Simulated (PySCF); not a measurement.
Si(F)2(OH)(SeH) (F2H2OSeSi), SMILES O[Si](F)(F)[SeH].

Coordinates come from a PBE0-D3(BJ)/def2-SVP optimisation. The structure was generated by enumeration, and PubChem lists no compound with its InChIKey, so it may never have been made. Other conformers were not sampled.

The numbers are results of TDA-PBE/def2-SVPD (PySCF), not measurements.

Vertical excitations. Isolated molecule, no solvent.

```json
[
 {"state": "S1", "energy (eV)": "5.43", "λ (nm)": "228", "f": "0.043", "main pairs": "HOMO→LUMO 98 %"},
 {"state": "S2", "energy (eV)": "5.58", "λ (nm)": "222", "f": "0.020", "main pairs": "HOMO→LUMO+1 98 %"},
 {"state": "S3", "energy (eV)": "6.51", "λ (nm)": "190", "f": "0.002", "main pairs": "HOMO→LUMO+2 94 %"},
 {"state": "S4", "energy (eV)": "6.95", "λ (nm)": "178", "f": "0.002", "main pairs": "HOMO→LUMO+3 89 %"},
 {"state": "S5", "energy (eV)": "7.11", "λ (nm)": "174", "f": "0.043", "main pairs": "HOMO−1→LUMO 96 %"},
 {"state": "S6", "energy (eV)": "7.18", "λ (nm)": "173", "f": "0.001", "main pairs": "HOMO→LUMO+4 73 %, HOMO−1→LUMO+1 22 %"},
 {"state": "S7", "energy (eV)": "7.38", "λ (nm)": "168", "f": "0.004", "main pairs": "HOMO→LUMO+5 75 %, HOMO−1→LUMO+1 15 %"},
 {"state": "S8", "energy (eV)": "7.52", "λ (nm)": "165", "f": "0.012", "main pairs": "HOMO→LUMO+6 85 %"},
 {"state": "S9", "energy (eV)": "7.62", "λ (nm)": "163", "f": "0.088", "main pairs": "HOMO−2→LUMO 70 %"},
 {"state": "S10", "energy (eV)": "7.72", "λ (nm)": "161", "f": "0.077", "main pairs": "HOMO−2→LUMO 28 %, HOMO−2→LUMO+1 24 %, HOMO−1→LUMO+1 17 %, HOMO→LUMO+5 10 %"},
 {"state": "T1", "energy (eV)": "5.03", "λ (nm)": "246", "f": "0", "main pairs": "HOMO→LUMO 88 %"},
 {"state": "T2", "energy (eV)": "5.22", "λ (nm)": "237", "f": "0", "main pairs": "HOMO→LUMO+1 87 %"},
 {"state": "T3", "energy (eV)": "6.18", "λ (nm)": "201", "f": "0", "main pairs": "HOMO→LUMO+2 96 %"},
 {"state": "T4", "energy (eV)": "6.59", "λ (nm)": "188", "f": "0", "main pairs": "HOMO→LUMO+3 42 %, HOMO−1→LUMO+1 34 %, HOMO−1→LUMO 9 %"}
]
```
Triplets are in the Tamm–Dancoff approximation.
